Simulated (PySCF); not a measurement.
# Circular dichroism: `C[C@H]1[SiH2][C@@H](F)[Si@H]1C#N`, C4H8FNSi2

Geometry:
| atom | x (Å) | y (Å) | z (Å) |
| --- | --- | --- | --- |
| C1 | 1.770 | -0.048 | -1.000 |
| C2 | 0.855 | -0.434 | 0.158 |
| Si3 | 0.251 | 0.976 | 1.337 |
| C4 | -1.478 | 0.090 | 1.266 |
| F5 | -2.590 | 0.907 | 1.110 |
| Si6 | -0.946 | -0.985 | -0.254 |
| C7 | -1.488 | -0.172 | -1.841 |
| N8 | -1.794 | 0.329 | -2.824 |
| H9 | 2.717 | 0.341 | -0.629 |
| H10 | 1.983 | -0.906 | -1.636 |
| H11 | 1.307 | 0.719 | -1.618 |
| H12 | 1.357 | -1.216 | 0.734 |
| H13 | 0.876 | 1.033 | 2.657 |
| H14 | 0.203 | 2.284 | 0.694 |
| H15 | -1.694 | -0.517 | 2.151 |
| H16 | -1.336 | -2.393 | -0.318 |

The calculation used TDDFT BHandHLYP/def2-SVPD circular dichroism and optical rotation, one conformer, gas phase (PySCF). Geometry: GFN2-xTB.

(1) Assign R or S to each stereocentre.

(2) List the lowest 16 singlet excitations with oscillator and rotatory strengths.

## Answers

(1) C2 S, C4 R, Si6 S.

(2) Rotatory strengths R in 10⁻⁴⁰ esu² cm², velocity form and length form (origin at the centre of mass); f in length form.
| state | E (eV) | λ (nm) | f | R (velocity) | R (length) | main |
| --- | --- | --- | --- | --- | --- | --- |
| 1 | 6.27 | 198 | 0.021 | -27.1 | -26.9 | HOMO−1→LUMO 0.42, HOMO→LUMO 0.34 |
| 2 | 6.50 | 191 | 0.043 | +47.6 | +47.0 | HOMO−1→LUMO 0.45, HOMO→LUMO 0.20 |
| 3 | 6.75 | 184 | 0.093 | -28.6 | -28.0 | HOMO→LUMO+1 0.40, HOMO→LUMO 0.35 |
| 4 | 6.95 | 178 | 0.011 | -13.1 | -13.9 | HOMO−2→LUMO 0.41, HOMO−2→LUMO+1 0.11 |
| 5 | 7.04 | 176 | 0.004 | +17.3 | +17.7 | HOMO−2→LUMO 0.31, HOMO→LUMO+2 0.13 |
| 6 | 7.14 | 174 | 0.011 | -9.3 | -8.5 | HOMO−1→LUMO+1 0.54, HOMO−1→LUMO+2 0.11 |
| 7 | 7.22 | 172 | 0.006 | +5.1 | +5.2 | HOMO→LUMO+2 0.20, HOMO−3→LUMO 0.16 |
| 8 | 7.41 | 167 | 0.009 | +9.0 | +8.6 | HOMO−2→LUMO+1 0.27, HOMO→LUMO+2 0.17 |
| 9 | 7.47 | 166 | 0.046 | -15.4 | -15.6 | HOMO−1→LUMO+2 0.23, HOMO−5→LUMO 0.13 |
| 10 | 7.61 | 163 | 0.006 | -1.2 | -1.2 | HOMO−5→LUMO+1 0.20, HOMO−2→LUMO+2 0.16 |
| 11 | 7.69 | 161 | 0.004 | +0.5 | +0.2 | HOMO−1→LUMO+2 0.48, HOMO−1→LUMO+1 0.22 |
| 12 | 7.91 | 157 | 0.007 | +0.8 | +0.8 | HOMO−2→LUMO+2 0.48, HOMO−2→LUMO+1 0.26 |
| 13 | 8.22 | 151 | 0.008 | +6.7 | +6.4 | HOMO→LUMO+3 0.56, HOMO→LUMO+4 0.21 |
| 14 | 8.25 | 150 | 0.011 | +11.7 | +11.2 | HOMO−6→LUMO 0.21, HOMO−1→LUMO+3 0.14 |
| 15 | 8.37 | 148 | 0.007 | -12.0 | -12.0 | HOMO→LUMO+4 0.34, HOMO−1→LUMO+3 0.10 |
| 16 | 8.40 | 148 | 0.017 | -2.3 | -2.5 | HOMO→LUMO+4 0.28, HOMO−1→LUMO+3 0.17 |

Among the states computed, the strongest CD band (largest |R|) is state 2. The largest dissymmetry factor in size, g = 4R/(D+G), with D and G the electric and magnetic dipole strengths, is +0.04 for state 5 (velocity form, f = 0.005), among bands with |R| over 0.5. The mirror image has the same energies and oscillator strengths and all R with the opposite sign.
